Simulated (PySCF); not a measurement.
Gas-phase reaction: 2 SiI2 + 6 H → 2 SiH3I + I2

Computed with PySCF and rigid-rotor harmonic-oscillator thermochemistry at 1 bar. The comparison is the NASA 1993 polynomial table, which mixes measured and estimated data. After a fit of one offset per element over all species, the range-separated, M06-2X, PBE0/def2-QZVP and CCSD(T)/def2-TZVPP enthalpies, where run, lie to one side of the table for I2 (+16 kJ/mol): a fault of the table's entry, another state or a shared error of the levels is possible; this was not checked at source. † marks an energy on the PBE0/def2-TZVP geometry and frequencies. MP2 and CCSD(T) freeze the core. Open shells (unrestricted): H (multiplicity 2); the rest are closed-shell singlets. B3LYP is the form with VWN-RPA correlation. I: scalar-relativistic def2 core potential, no spin-orbit coupling. MP2 isn't extrapolated to the basis-set limit. CCSD(T) isn't extrapolated to the basis-set limit. The table's entry may be an old estimate for SiI2, SiH3I (not checked at source).

```json
[
 {"level": "table", "ΔH°(298 K), kJ": "-1434.7"},
 {"level": "B3LYP/def2-TZVP†", "ΔH°(298 K), kJ": "-1437.4"},
 {"level": "BLYP/def2-TZVP†", "ΔH°(298 K), kJ": "___"},
 {"level": "CCSD(T)/def2-TZVPP†", "ΔH°(298 K), kJ": "___"},
 {"level": "MP2/def2-TZVPP†", "ΔH°(298 K), kJ": "-1357.8"},
 {"level": "ωB97M-V/def2-TZVP†", "ΔH°(298 K), kJ": "___"}
]
```

Some entries are withheld; supply them.


- BLYP/def2-TZVP†, ΔH°(298 K), kJ: -1385.2
- CCSD(T)/def2-TZVPP†, ΔH°(298 K), kJ: -1427.5
- ωB97M-V/def2-TZVP†, ΔH°(298 K), kJ: -1423.9
